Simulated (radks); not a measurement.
Values are calculated unless marked as measured or tabulated.
Task: The mean radii <r> (bohr) of the occupied orbitals of an atom or ion are listed with their occupations. Code: a radial shooting solver on a logarithmic mesh with Libxc functionals. Model: non-relativistic Kohn-Sham, MS2 meta-GGA, spin-unpolarised, spherical densities, point nucleus; meta-GGA in the generalised Kohn-Sham scheme.

| orbital | occ. | <r> |
|---|---|---|
| 1s | 2 | 0.03104 |
| 2s | 2 | 0.1342 |
| 2p | 6 | 0.1146 |
| 3s | 2 | 0.3605 |
| 3p | 6 | 0.3525 |
| 3d | 10 | 0.3245 |
| 4s | 2 | 0.8790 |
| 4p | 6 | 0.9351 |
| 4d | 10 | 1.165 |
| 5s | 2 | 2.593 |

Name the element and its charge.

Result: Z = 49, indium, charge +1: In+ in [Kr] 4d10 5s2. The 1s radius gives Z: for a bare nucleus <r> = 1.5/Z, 0.03061 bohr for Z = 49, and screening makes it slightly larger (0.03104 here). The occupations add up to 48, and the charge is Z minus that.
